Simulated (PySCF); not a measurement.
Gas-phase reaction: 4 Ga(CH₃)₃ + 3 H₂ ⇌ 4 GaH₃ + 3 C₄H₁₀ (isobutane)

Energies from PySCF, thermal terms from the rigid-rotor harmonic-oscillator model, ideal gas at 1 bar. † marks an energy on the PBE0/def2-TZVP geometry and frequencies; other levels use their own. MP2 freezes the core. All species are closed-shell singlets. B3LYP is the form with VWN-RPA correlation. Ga: all electrons, no relativistic terms. Methyl groups turn as free rotors in Ga(CH₃)₃. GaH₃: computed as isolated molecules; such fragments, hydroxides, amides, oligomers or adducts are transient or little studied in the gas. MP2 isn't extrapolated to the basis-set limit; its ΔH°(298 K) is 131.7 kJ in def2-SVP and 289.0 kJ in def2-TZVPP. The harmonic model lacks anharmonicity and excited electronic states, which grow with temperature; levels with a mode under 35 cm⁻¹ are left out. Internal rotation in C₄H₁₀ (isobutane) is treated as a harmonic vibration of one conformer, which makes the entropy rough.

```tsv
level	ΔE electronic, kJ	ΔH°(298 K), kJ	ΔS°(298 K), J/K	ΔG°(1200 K), kJ
B3LYP/def2-TZVP†	185	204	-64	312
HF/def2-TZVP†	59	78	-64	186
MP2/def2-TZVPP†	270	289	-64	397
PBE/def2-SVP	131	148	-72	265
PBE/def2-TZVP†	215	235	-64	343
PBE0/def2-TZVP	185	205	-64	312
LDA/def2-TZVP†	170	190	-64	298
ωB97X-V/def2-TZVP†	166	185	-64	293
```
ΔH° is lowest at HF/def2-TZVP† and highest at MP2/def2-TZVPP†. No reference value is set beside these.
